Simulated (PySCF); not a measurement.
Working out the ionisation energy of Ag

Ag [Kr] 4d10 5s1 (2S) → Ag⁺ [Kr] 4d10 (1S). Computed with PySCF 2.14 in def2-TZVPPD with the def2 core potential (28 electrons) (6s4p3d2f1g, 56 functions), with scalar relativity through the core potential. Frozen: 4s2 4p6. Energies in hartree (1 hartree = 27.21139 eV):

| part | Ag (lower) | Ag⁺ (upper) |
| --- | --- | --- |
| UHF | -146.116958 | -145.883287 |
| CCSD correlation | -0.357283 | -0.326898 |
| (T) | -0.012597 | -0.010060 |

**Question.** What does Hartree-Fock give?

**Answer.** (-145.883287) − (-146.116958) = 0.233671 hartree = 6.359 eV.

**Question.** What do CCSD and CCSD(T) give?

**Answer.** The CCSD correlation energies differ by 0.030385 hartree = 0.827 eV and the triples by 0.002537 hartree = 0.069 eV, so CCSD gives 7.186 eV and CCSD(T) 7.255 eV.

Measured between the centres of the two terms (NIST): 7.576 eV, so CCSD(T) (valence) is off by -0.321 eV.

What remains against the reference includes basis incompleteness, the frozen core and higher excitations.
